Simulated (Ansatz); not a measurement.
Born–Oppenheimer molecular dynamics of F₂Ge₂H₄ (8 atoms, charge 0, multiplicity 1). It starts from a relaxed structure.

All numbers below come from Ansatz 0.2.0, RKS PBE-D4/def2-SVP.

| Item | Value |
| --- | --- |
| ensemble | NVT, Langevin thermostat |
| time step | 3 fs |
| steps asked | 40 |
| set temperature | 200 K |
| friction | 0.02 /fs |
| seed | 896660 |

First frame:

```xyz
8
Properties=species:S:1:pos:R:3
Ge -0.061 0.081 0.028
Ge -0.004 -0.003 2.462
H -1.440 -0.237 2.993
H 0.920 -1.168 2.884
H 0.543 1.340 3.002
F 1.593 0.214 -0.551
H -0.885 1.151 -0.741
F -0.604 -1.484 -0.559
```

**Question.** How far do the bonds stretch over the last three quarters of this one trajectory? (Pairs bonded in most of those frames.)

**Answer.** 
```csv
bond,mean (Å),spread (Å),shortest,longest
Ge1–Ge2,2.433,0.012,2.42,2.46
Ge1–F6,1.768,0.025,1.72,1.81
Ge1–H7,1.559,0.031,1.50,1.61
Ge1–F8,1.758,0.029,1.72,1.82
Ge2–H3,1.549,0.033,1.49,1.62
Ge2–H4,1.544,0.021,1.51,1.59
Ge2–H5,1.548,0.016,1.51,1.58
```

Mean temperature of the second half: 148 K. The mean temperature of the second half is 26 % below the set value. A step of 3 fs is long for free X–H stretches (periods near 10 fs) and can bias their spread and the temperature. A run of 0.12 ps of so small a system gives no equilibrium averages.

The run took 98 s on 2 threads of AMD EPYC 7R43 64-Core Processor (Zen 3), with other jobs on the host, peak memory 0.17 GiB.
